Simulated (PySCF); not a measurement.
CHF, SMILES [CH]F (connectivity only; charge and spin as stated), neutral, multiplicity 1.

Geometry optimised at B3LYP-D3(BJ)/def2-TZVPD. The isomer is the one that the SMILES or the coordinates give; other isomers of the formula were not compared.

Two levels are set side by side: TDA-PBE/def2-TZVPD (PySCF) and TDA-LC-ωPBE/def2-TZVPD (PySCF). Vertical, same geometry. The lowest singlet is HOMO→LUMO 98 % with PBE and HOMO→LUMO 98 % with the other functional; states are paired by order. Differences are taken from unrounded values.

```json
[
 {"quantity": "lowest singlet excitation (eV)", "TDA-PBE": "2.39"},
 {"quantity": "lowest triplet excitation (TDA) (eV)", "TDA-PBE": "0.65"},
 {"quantity": "first bright state (f over 0.05) (eV)", "TDA-PBE": "5.89"},
 {"quantity": "its oscillator strength", "TDA-PBE": "0.06"}
]
```

Q: These are the TDA-PBE values. What does TDA-LC-ωPBE give? (The exact figures need the calculation; the answer reports its results.)

A: 
| quantity | TDA-LC-ωPBE | TDA-PBE minus TDA-LC-ωPBE |
|---|---|---|
| lowest singlet excitation (eV) | 2.36 | 0.03 |
| lowest triplet excitation (TDA) (eV) | 0.50 | 0.15 |
| first bright state (f over 0.05) (eV) | 7.07 | -1.18 |
| its oscillator strength | 0.08 | -0.02 |

Rough cost on one machine, each run with all the roots and properties that it gave: TDA-LC-ωPBE against TDA-PBE about 2 times.
